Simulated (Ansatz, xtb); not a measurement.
Ligand exchange: SiH2Cl2 + SiH3(GeH3) → SiH2(SiH3)Cl + GeH3Cl

Species: SiH2Cl2 (dichlorosilane (DCS)) `Cl[SiH2]Cl`, singlet; SiH3(GeH3), singlet; SiH2(SiH3)Cl, singlet; GeH3Cl (chlorogermane) `[Cl][GeH3]`, singlet. The partners trade Cl for SiH3: Si–Cl and Ge–SiH3 bonds give way to Si–SiH3 and Ge–Cl.

Shapes, held fixed at every level: PBE0-D4/def2-TZVP. Programs: Ansatz 0.2.0, xtb 6.7.1. The zero-point and thermal change to 298 K, harmonic and unscaled (PBE0-D4/def2-TZVP), is -0.3 kJ/mol.

Estimate ΔH(298 K) of this reaction.

The highest level, CCSD(T)/def2-TZVPP, gives ΔH(298 K) = +44.3 kJ/mol; the levels span +40.5 to +120.3. GFN0-xTB strays far from the other rows. The column of differences is taken from that level and isn't an error. No measured value is set beside it here. Relativity is left out for Ge. Outer-core shells of Ge are correlated in most correlated rows, in sets that cover them unevenly. Times are processor times on shared x86 and Arm servers, and rough.

```csv
level,kind,ΔH(298 K) (kJ/mol),less CCSD(T)/def2-TZVPP,CPU time (sum over the molecules)
GFN0-xTB,semi-empirical,+120.3,+76.0,0.13 s
SPW92/def2-TZVPP,LDA,+47.9,+3.6,7 s
r2SCAN0-D4/def2-TZVPP,global hybrid,+45.5,+1.2,22 s
wB97X-V/def2-TZVPP,range-separated hybrid,+41.2,-3.1,37 s
B2PLYP/def2-TZVPP,double hybrid,+44.2,-0.1,21 s
MP2/def2-SVP,perturbation theory,+44.6,+0.3,–
CCSD(T)/def2-SVP,coupled cluster or CI,+40.9,-3.4,6.6 s
CCSD/def2-SVP,coupled cluster or CI,+40.5,-3.8,–
CCSD(T)/def2-TZVPP,coupled cluster or CI,+44.3,0.0,89 s
```
